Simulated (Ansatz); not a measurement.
Born–Oppenheimer molecular dynamics of CH5ClF2Mg (10 atoms, charge 0, multiplicity 1). It starts from a rough guess of a transition structure, not a stationary point.

Method: Ansatz 0.2.0, UKS BHLYP/6-31G.

* ensemble: NVE (velocity Verlet)
* time step: 0.5 fs
* steps asked: 150
* starting velocities drawn for: 1000 K
* seed: 253650

Frames 0.5 fs apart, positions in Å, forces in eV/Å.

Velocities at 45 fs (Å/ps):

```
Mg -0.88 -1.66 7.62
Cl -4.98 -1.98 -2.65
C 15.05 7.28 7.66
H 0.14 -2.19 -29.85
F -4.88 -2.15 -0.51
H -4.11 -5.27 15.61
F 2.13 3.68 -5.26
H -16.85 15.18 -4.05
H 60.73 0.70 -27.36
H 28.79 -14.35 -27.43
```

```xyz
10
Properties=species:S:1:pos:R:3:forces:R:3 time_fs=45 energy_less_start_eV=0.202 T=814
Mg 0.252 0.002 -0.011 -0.82 0.29 -1.12
Cl 2.069 -1.167 0.341 1.92 -1.42 0.51
C -1.328 -0.957 -0.609 -3.23 2.28 -0.72
H 0.822 1.688 1.047 7.91 2.28 0.45
F -0.022 1.598 1.059 -7.07 -0.96 0.33
H 2.703 0.523 0.021 -0.78 1.64 0.33
F 2.226 1.473 0.066 0.45 -1.24 -0.21
H -1.970 -0.715 0.294 0.19 -0.54 -0.93
H -1.977 -0.719 -1.522 1.13 -0.28 1.39
H -1.124 -1.974 -0.601 0.30 -2.04 -0.02
10
Properties=species:S:1:pos:R:3:forces:R:3 time_fs=45.5 energy_less_start_eV=0.105 T=902
Mg 0.251 0.002 -0.007 -0.75 0.34 -1.06
Cl 2.067 -1.168 0.340 1.96 -1.41 0.51
C -1.321 -0.953 -0.605 -3.18 1.60 -0.80
H 0.832 1.689 1.032 6.74 2.17 0.36
F -0.025 1.597 1.058 -5.88 -0.82 0.41
H 2.700 0.522 0.029 -0.76 1.61 0.29
F 2.227 1.475 0.064 0.42 -1.23 -0.17
H -1.979 -0.708 0.291 0.28 -0.64 -1.05
H -1.945 -0.719 -1.534 1.01 -0.22 1.42
H -1.109 -1.984 -0.614 0.15 -1.40 0.08
10
Properties=species:S:1:pos:R:3:forces:R:3 time_fs=46 energy_less_start_eV=-0.079 T=1072
Mg 0.251 0.001 -0.004 -0.69 0.40 -0.96
Cl 2.064 -1.169 0.339 2.00 -1.40 0.52
C -1.314 -0.949 -0.602 -3.02 0.79 -0.87
H 0.858 1.696 1.019 4.35 1.88 0.32
F -0.028 1.596 1.058 -3.46 -0.54 0.41
H 2.695 0.525 0.038 -0.69 1.51 0.25
F 2.228 1.477 0.061 0.37 -1.12 -0.11
H -1.986 -0.703 0.286 0.32 -0.72 -1.10
H -1.911 -0.720 -1.543 0.83 -0.14 1.35
H -1.094 -1.997 -0.628 -0.02 -0.66 0.20
10
Properties=species:S:1:pos:R:3:forces:R:3 time_fs=46.5 energy_less_start_eV=-0.225 T=1211
Mg 0.250 0.000 0.000 -0.64 0.48 -0.84
Cl 2.062 -1.171 0.338 2.03 -1.38 0.52
C -1.308 -0.945 -0.598 -2.77 -0.04 -0.92
H 0.894 1.707 1.006 1.83 1.52 0.33
F -0.032 1.594 1.058 -0.91 -0.22 0.33
H 2.689 0.532 0.048 -0.58 1.32 0.21
F 2.229 1.478 0.058 0.28 -0.92 -0.04
H -1.993 -0.699 0.277 0.33 -0.77 -1.10
H -1.875 -0.720 -1.548 0.61 -0.05 1.18
H -1.079 -2.012 -0.641 -0.19 0.07 0.32
10
Properties=species:S:1:pos:R:3:forces:R:3 time_fs=47 energy_less_start_eV=-0.273 T=1258
Mg 0.249 -0.001 0.003 -0.59 0.56 -0.71
Cl 2.060 -1.172 0.336 2.06 -1.35 0.53
C -1.303 -0.940 -0.595 -2.46 -0.82 -0.93
H 0.934 1.722 0.994 -0.18 1.15 0.35
F -0.036 1.593 1.058 1.14 0.08 0.22
H 2.681 0.542 0.058 -0.43 1.05 0.17
F 2.230 1.480 0.056 0.16 -0.63 0.04
H -1.999 -0.698 0.266 0.29 -0.79 -1.05
H -1.837 -0.721 -1.551 0.36 0.06 0.93
H -1.065 -2.026 -0.653 -0.35 0.70 0.45
10
Properties=species:S:1:pos:R:3:forces:R:3 time_fs=47.5 energy_less_start_eV=-0.229 T=1219
Mg 0.248 -0.001 0.006 -0.55 0.64 -0.57
Cl 2.058 -1.173 0.335 2.08 -1.33 0.53
C -1.298 -0.936 -0.592 -2.10 -1.51 -0.91
H 0.974 1.740 0.983 -1.57 0.80 0.35
F -0.040 1.592 1.058 2.57 0.34 0.12
H 2.672 0.554 0.068 -0.24 0.71 0.14
F 2.232 1.481 0.053 0.01 -0.25 0.12
H -2.004 -0.698 0.253 0.21 -0.79 -0.94
H -1.799 -0.722 -1.551 0.08 0.18 0.59
H -1.051 -2.039 -0.664 -0.47 1.21 0.57
10
Properties=species:S:1:pos:R:3:forces:R:3 time_fs=48 energy_less_start_eV=-0.126 T=1121
Mg 0.248 -0.002 0.010 -0.50 0.72 -0.42
Cl 2.057 -1.175 0.334 2.09 -1.30 0.53
C -1.294 -0.932 -0.589 -1.71 -2.10 -0.86
H 1.010 1.760 0.973 -2.45 0.50 0.33
F -0.044 1.590 1.058 3.47 0.55 0.04
H 2.663 0.569 0.079 -0.02 0.30 0.12
F 2.233 1.482 0.050 -0.18 0.21 0.18
H -2.009 -0.700 0.237 0.08 -0.76 -0.78
H -1.760 -0.723 -1.550 -0.21 0.30 0.18
H -1.038 -2.049 -0.674 -0.56 1.58 0.67
10
Properties=species:S:1:pos:R:3:forces:R:3 time_fs=48.5 energy_less_start_eV=0.006 T=995
Mg 0.247 -0.002 0.013 -0.44 0.78 -0.29
Cl 2.055 -1.177 0.333 2.10 -1.28 0.53
C -1.289 -0.929 -0.586 -1.32 -2.56 -0.80
H 1.041 1.780 0.963 -2.98 0.24 0.30
F -0.047 1.589 1.058 4.02 0.73 -0.02
H 2.653 0.583 0.090 0.23 -0.17 0.11
F 2.234 1.483 0.048 -0.40 0.73 0.23
H -2.014 -0.703 0.220 -0.10 -0.71 -0.58
H -1.722 -0.722 -1.548 -0.47 0.43 -0.26
H -1.027 -2.054 -0.683 -0.63 1.82 0.76
10
Properties=species:S:1:pos:R:3:forces:R:3 time_fs=49 energy_less_start_eV=0.138 T=869
Mg 0.246 -0.003 0.017 -0.38 0.83 -0.16
Cl 2.054 -1.178 0.332 2.10 -1.25 0.54
C -1.286 -0.926 -0.584 -0.96 -2.92 -0.76
H 1.064 1.802 0.954 -3.29 0.01 0.28
F -0.050 1.588 1.058 4.34 0.89 -0.06
H 2.644 0.598 0.101 0.48 -0.66 0.12
F 2.235 1.485 0.045 -0.62 1.27 0.25
H -2.018 -0.709 0.201 -0.31 -0.64 -0.35
H -1.685 -0.721 -1.548 -0.70 0.54 -0.68
H -1.017 -2.056 -0.689 -0.67 1.93 0.82
10
Properties=species:S:1:pos:R:3:forces:R:3 time_fs=49.5 energy_less_start_eV=0.250 T=762
Mg 0.245 -0.003 0.020 -0.31 0.88 -0.05
Cl 2.052 -1.180 0.331 2.10 -1.23 0.54
C -1.282 -0.923 -0.581 -0.65 -3.15 -0.77
H 1.080 1.823 0.946 -3.46 -0.18 0.26
F -0.052 1.587 1.058 4.52 1.03 -0.10
H 2.636 0.611 0.113 0.71 -1.11 0.14
F 2.236 1.486 0.042 -0.83 1.75 0.24
H -2.024 -0.716 0.181 -0.54 -0.56 -0.12
H -1.650 -0.718 -1.548 -0.86 0.64 -1.02
H -1.009 -2.053 -0.694 -0.68 1.93 0.87
10
Properties=species:S:1:pos:R:3:forces:R:3 time_fs=50 energy_less_start_eV=0.322 T=693
Mg 0.244 -0.003 0.023 -0.24 0.91 0.05
Cl 2.051 -1.182 0.330 2.09 -1.21 0.54
C -1.278 -0.922 -0.579 -0.43 -3.23 -0.88
H 1.087 1.844 0.939 -3.55 -0.35 0.26
F -0.054 1.586 1.058 4.61 1.16 -0.13
H 2.630 0.621 0.125 0.89 -1.46 0.17
F 2.237 1.488 0.040 -0.99 2.13 0.22
H -2.031 -0.724 0.161 -0.78 -0.47 0.10
H -1.616 -0.714 -1.552 -0.95 0.70 -1.22
H -1.002 -2.046 -0.696 -0.66 1.82 0.89
10
Properties=species:S:1:pos:R:3:forces:R:3 time_fs=50.5 energy_less_start_eV=0.342 T=674
Mg 0.243 -0.004 0.026 -0.15 0.94 0.14
Cl 2.050 -1.184 0.329 2.09 -1.19 0.53
C -1.275 -0.921 -0.577 -0.33 -3.15 -1.08
H 1.085 1.865 0.932 -3.59 -0.49 0.28
F -0.055 1.585 1.058 4.64 1.29 -0.16
H 2.626 0.628 0.137 0.97 -1.64 0.19
F 2.238 1.490 0.037 -1.07 2.31 0.19
H -2.039 -0.734 0.141 -0.98 -0.38 0.27
H -1.585 -0.709 -1.558 -0.96 0.72 -1.25
H -0.997 -2.034 -0.696 -0.61 1.58 0.88
```

Of the whole run (75 fs, mean temperature of the second half 1123 K): The conserved energy stayed within 1.4 meV per atom of its start (net change 0.32 meV per atom), so the integration is sound. A run of 0.075 ps of so small a system gives no equilibrium averages. The orbitals were unrestricted but ended closed-shell. Limits of this set-up: no polarisation functions.

The run took 14 min on 1 thread of Arm Neoverse V1 (shared host), peak memory 0.2 GiB.
